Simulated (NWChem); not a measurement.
Si$_{2}$NH$_{5}$, singlet; SMILES [Si]([SiH3])N

```xyz
8

Si    -0.8560     0.8386    -0.0027
N      0.6753     1.6234     0.0006
H      0.7413     2.6379     0.0007
H      1.5960     1.1920     0.0027
Si     0.0503    -1.4046    -0.0011
H      1.5565    -1.4307     0.0041
H     -0.4080    -2.1705    -1.2081
H     -0.4166    -2.1730     1.2008
```
Atoms are numbered in this order, from 1.

Computed with NWChem. Low-valent species are run as closed-shell singlets; no triplet was tried in these runs. The geometry was optimised at PBE0/def2-SVP. Level: PBE0/def2-SVP with SMD (1 M gas to 1 M solution), gas-phase geometry. Reactions with the solvent are ignored.

For solvent n-hexane:

| Property | Value |
|---|---|
| cavity-dispersion-structure term (kcal/mol) | -0.3 |
| dipole in solution (D) | 2.80 |

What are these values for solvent water?

The cavity-dispersion-structure term (kcal/mol) is 2.9 and the dipole in solution (D) comes out as 3.34.
